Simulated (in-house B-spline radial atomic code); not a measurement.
A fraction x of an electron is moved 2s → 2p in F VI (F5+), starting from [He] 2s2 and keeping the highest spin. Computed with a B-spline radial code for spherical atoms: non-relativistic RPBE, spin-polarised, spherical fractional occupations, point nucleus.

```tsv
x	E(x) - E(0) (eV)	2s down level (eV)	2p up level (eV)
0	0.0000	-144.089	-
0.125	1.9384	-143.284	-128.346
0.25	3.7327	-142.413	-128.651
0.375	?	?	?
0.5	6.8654	-140.441	-129.176
0.625	8.1915	-139.338	-129.391
0.75	?	?	?
0.875	10.3643	-137.377	-129.718
1	11.2488	-	-129.861
```

Problem. What belongs in the row x = 0.375?

Solution. An energy change of 5.3771 eV; 2s down at -141.468 eV, 2p up at -128.928 eV.

Problem. What belongs in the row x = 0.75?

Solution. An energy change of 9.3526 eV; 2s down at -138.213 eV, 2p up at -129.570 eV.

Problem. Check Janak's theorem between x = 0.125 and 0.25.

Solution. The slope of the energy is 14.35 eV; the orbital levels give 14.35 eV (ε of the receiving orbital less ε of the emptying one, averaged over the two points).
